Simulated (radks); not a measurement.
Spherical quantum dot in the effective-mass picture: electrons in a parabolic well V = omega^2 r^2 / 2 with omega = 0.537, all in effective atomic units (hartree* = m*/eps^2 hartree, bohr* = eps/m* bohr), one dielectric constant everywhere. Method: non-relativistic Kohn-Sham, PBE, spin-polarised, spherical densities; computed with a radial shooting solver with Libxc functionals. Levels are named by radial order and angular momentum (1s, 1p, 1d, 2s, ...), and open shells are averaged over m.

N = 13, configuration 1s2 1p6 1d(up 5, down 0). This is the lowest configuration that the search found. Occupied and some empty levels:

| level | occupation | eigenvalue (hartree*) | <r> (bohr*) |
|---|---|---|---|
| 1s up | 1 | 5.0495 | 2.325 |
| 1s down | 1 | 5.0877 | 2.204 |
| 1p up | 3 | 5.2887 | 2.831 |
| 1p down | 3 | 5.3528 | 2.772 |
| 1d up | 5 | 5.5742 | 3.188 |
| 1d down | 0 | 5.6501 | 3.170 |
| 2s up | 0 | 5.6717 | 2.705 |
| 2s down | 0 | 5.7101 | 2.760 |
| 1f up | 0 | 5.8974 | 3.478 |
| 1f down | 0 | 5.9768 | 3.487 |
| 2p up | 0 | 6.0318 | 3.090 |
| 2p down | 0 | 6.0721 | 3.116 |

Energy (hartree*): total 44.7029, kinetic 5.5259, external 16.838, Hartree 26.465, exchange-correlation -4.1255.
